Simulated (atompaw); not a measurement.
Reading a pseudo-wave (technetium (Tc))

Columns: radius, all-electron u(r) and pseudo u(r) of the 4s shell (level -70.41 eV) of technetium in the configuration [Ar] 3d10 4s2 4p6 4d6 5s1 5p0; LDA (PW92), scalar-relativistic, PAW (atompaw) scheme, atompaw 4.2.0.5.

```json
{"r (bohr)": "0.096", "all-electron": "0.3984", "pseudo": "0.2308"}
{"r (bohr)": "0.192", "all-electron": "-0.1343", "pseudo": "0.4515"}
{"r (bohr)": "0.288", "all-electron": "-0.5999", "pseudo": "0.6528"}
{"r (bohr)": "0.385", "all-electron": "-0.4897", "pseudo": "0.8289"}
{"r (bohr)": "0.481", "all-electron": "-0.0766", "pseudo": "0.9704"}
{"r (bohr)": "0.577", "all-electron": "0.3775", "pseudo": "1.0762"}
{"r (bohr)": "0.673", "all-electron": "0.7428", "pseudo": "1.1454"}
{"r (bohr)": "0.769", "all-electron": "0.9815", "pseudo": "1.1792"}
{"r (bohr)": "0.865", "all-electron": "1.1021", "pseudo": "1.1800"}
{"r (bohr)": "0.962", "all-electron": "1.1298", "pseudo": "1.1506"}
{"r (bohr)": "1.058", "all-electron": "1.0927", "pseudo": "1.0949"}
{"r (bohr)": "1.154", "all-electron": "1.0158", "pseudo": "1.0158"}
{"r (bohr)": "1.250", "all-electron": "0.9180", "pseudo": "0.9180"}
{"r (bohr)": "1.346", "all-electron": "0.8124", "pseudo": "0.8124"}
{"r (bohr)": "1.442", "all-electron": "0.7075", "pseudo": "0.7075"}
{"r (bohr)": "1.538", "all-electron": "0.6085", "pseudo": "0.6085"}
{"r (bohr)": "1.635", "all-electron": "0.5172", "pseudo": "0.5172"}
{"r (bohr)": "1.731", "all-electron": "0.4370", "pseudo": "0.4370"}
{"r (bohr)": "1.827", "all-electron": "0.3669", "pseudo": "0.3669"}
{"r (bohr)": "1.923", "all-electron": "0.3064", "pseudo": "0.3064"}
{"r (bohr)": "2.019", "all-electron": "0.2548", "pseudo": "0.2548"}
{"r (bohr)": "2.115", "all-electron": "0.2111", "pseudo": "0.2111"}
{"r (bohr)": "2.212", "all-electron": "0.1739", "pseudo": "0.1739"}
{"r (bohr)": "2.308", "all-electron": "0.1433", "pseudo": "0.1433"}
{"r (bohr)": "2.404", "all-electron": "0.1178", "pseudo": "0.1178"}
{"r (bohr)": "2.500", "all-electron": "0.0966", "pseudo": "0.0966"}
```

Question: How many radial nodes do the two functions have?

Answer: The all-electron 4s function has n − l − 1 = 3 (the table is too coarse to show those close to the nucleus); the pseudo-wave has 0, since the states of the same l below it are removed with the core.

Question: At about which radius was the pseudo-wave matched?

Answer: 1.15 bohr, where the columns begin to agree (steps of 0.10 bohr).

Question: Where does each function peak?

Answer: Outermost all-electron maximum near 0.96 bohr, pseudo maximum near 0.86 bohr (to the table’s step).

Question: Is the pseudo-wave norm-conserving?

Answer: No, it belongs to a PAW set: the norm inside the radius is not constrained, and the difference is carried by the augmentation charge.
